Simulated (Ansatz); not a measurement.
Worked example: C2H5Cl2Ga + C2H2F4 → C2H6ClGa + C2HClF4

Species: C2H5Cl2Ga `C[CH2][Ga]([Cl])[Cl]`, singlet; C2H2F4 (norflurane) `FCC(F)(F)F`, singlet; C2H6ClGa `C[CH2][GaH][Cl]`, singlet; C2HClF4 `FC(Cl)C(F)(F)F`, singlet. The partners trade Cl for H: Ga–Cl and C–H bonds give way to Ga–H and C–Cl.

Shapes, held fixed at every level: PBE0-D4/def2-TZVP. Flexible molecules stand in one conformer, not always the lowest. Programs: Ansatz 0.2.0. The zero-point and thermal change to 298 K, harmonic and unscaled (PBE0-D4/def2-TZVP), is -12.0 kJ/mol.

At CCSD(T)/def2-TZVPP; 1 Eh = 2625.50 kJ/mol:

| species | energy (Eh) |
| --- | --- |
| C2H5Cl2Ga | -2922.119484 |
| C2H2F4 | -476.241190 |
| C2H6ClGa | -2462.919960 |
| C2HClF4 | -935.364824 |

**Question.** Work out ΔH(298 K) of the reaction at this level.

**Answer.** 
1. Products less reactants: (-2462.919960) + (-935.364824) − [(-2922.119484) + (-476.241190)] = 0.075890 Eh = +199.2 kJ/mol.
2. With the thermal change: +199.2 + (-12.0) = +187.2 kJ/mol.

Other levels give +174.4 (PBE-D4/def2-TZVPP) to +205.9 kJ/mol (HF/def2-TZVPP). No measured value is set beside it here. Relativity is left out for Ga. Outer-core shells of Ga are correlated in most correlated rows, in sets that cover them unevenly.
